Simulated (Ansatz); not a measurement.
## SbClF (SMILES [F][Sb][Cl]): the vertical energy of the quartet above the doublet, rung by rung

SbClF: 3 atoms, total charge 0, spin state doublet. As SMILES, `[F][Sb][Cl]`. The shape is that of a PBE0-D4/def2-TZVP optimisation.

```xyz
3

F    -0.8787    1.2318   -0.3476
Sb   -0.6009   -0.6583   -0.3672
Cl    1.4687   -0.6382    0.7015
```

Each level gives the vertical energy of the quartet above the doublet (eV). The values are calculated.

| level | kind | program | value (eV) | less FCI/STO-3G | CPU time (all runs) |
| --- | --- | --- | --- | --- | --- |
| UHF/STO-3G | Hartree–Fock | Ansatz | 5.17 | -0.23 | 4.9 s |
| USVWN5/STO-3G | LDA | Ansatz | 5.31 | -0.09 | 7.6 s |
| UPBE/STO-3G | GGA | Ansatz | 5.24 | -0.16 | 17 s |
| U-r2SCAN/STO-3G | meta-GGA | Ansatz | 5.25 | -0.15 | 29 s |
| UB3LYP/STO-3G | global hybrid | Ansatz | 5.42 | +0.02 | 9.1 s |
| UHSE06/STO-3G | range-separated hybrid | Ansatz | 5.32 | -0.08 | 11 s |
| UB2PLYP/STO-3G | double hybrid | Ansatz | 5.51 | +0.11 | 11 s |
| UMP2/STO-3G | perturbation theory | Ansatz | 5.94 | +0.54 | 5.8 s |
| UBCCD(T)/STO-3G | coupled cluster or CI | Ansatz | 5.43 | +0.03 | 7.6 s |
| FCI/STO-3G | exact in the basis | Ansatz | 5.40 | 0.00 | 8.5 s |

FCI/STO-3G is exact within its basis and frozen core, so for wave-function methods in that basis the difference is their error; functionals converge differently with the basis, so for them it is only a difference. All-electron rows without a relativistic Hamiltonian named are non-relativistic. Spin-orbit coupling, which can split open shells on such heavy atoms by tenths of an eV, is left out. The values span 5.17 to 5.94 eV. All rows use very small basis sets, so none should be taken for the real molecule's value. In the correlated wave-function rows the outer d shell of Sb is correlated, in sets not made for it. In so small a basis fixed costs decide the times, and correlated methods can beat functionals. CPU times are rough (shared hosts, several kinds of processor and program).
